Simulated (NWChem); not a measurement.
System: Se cation, quartet

Here is an NWChem input.

```
start job
memory heap 200 mb stack 900 mb global 1100 mb
charge 1
geometry units angstroms noautoz
  Se     0.000000     0.000000     0.000000
end
basis spherical
  Se library def2-tzvp
end
dft
  odft
  mult 4
  xc b3lyp
  iterations 150
  mulliken
end
task dft energy
```

No stability test was run on the SCF state. B3LYP is NWChem's, with the RPA form of VWN correlation.

Task: Give the results of this calculation. (B3LYP/def2-TZVP, spin-unrestricted.) Quantities: energy (Ha); highest occupied level (eV); lowest empty minus highest occupied level, either spin (eV); <S²>.

Result: 
```json
{
  "energy (Ha)": "-2401.16",
  "highest occupied level (eV)": "-17.41",
  "lowest empty minus highest occupied level, either spin (eV)": "4.35",
  "<S²>": "3.75"
}
```
